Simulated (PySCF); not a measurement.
NMR data simulated for an unnamed compound:

¹H NMR (400 MHz, computed): δ 7.69 (m, 1H), 7.27 (m, 1H), 2.30 (s, 3H), 0.40 (s, 9H).

¹³C{¹H} NMR (computed): δ 147.5 (CH), 135.3 (CH), 123.1 (C), 11.2 (CH3), 0.1 (CH3).

PySCF 2.14.0 with density-fitted response routines calculation with PBE0/pcSseg-1 with gauge-including orbitals and structure optimised with GFN2-xTB; a single conformation, averaged over atoms made equivalent by symmetry, fast rotation or ring inversion, non-relativistic Hamiltonian, isolated molecule.

Chemical shifts δ = σref − σ; ¹H (σref 31.72), ¹³C (σref 186.93) vs TMS, all at this level.

**Question.** Which of these does the molecule contain: a benzene ring, an NH or NH2 group, a Si–CH3 group, a nitrile, a heteroaromatic ring?

**Answer.** 
- A benzene ring: no.
- An NH or NH2 group: no.
- A Si–CH3 group: yes (δC 0.1; δH 0.40 (s)).
- A nitrile: no.
- A heteroaromatic ring: yes.

The data belong to `Cc1cnn([Si](C)(C)C)c1`, C$_{7}$H$_{14}$N$_{2}$Si; they needn't prove each group on their own.

Carbon signals by region: 3 in the sp2 and nitrile region (100–160 ppm), 2 below 50 ppm.

Shifts are as computed. Against solution values, carbons near 30 ppm lie about +3 ppm off and those near 130 ppm about +5 ppm. Of 1211 compounds with measured shifts, 218 miss one by over three times the rms of a fit or turn the order of signals round; such compounds aren't used in these exercises. No couplings were computed; multiplicities are counted from neighbouring protons, with m where these are inequivalent, close in shift, in a saturated or five-membered ring or joined by F or P, and br s for small geminal =CH2 splittings.
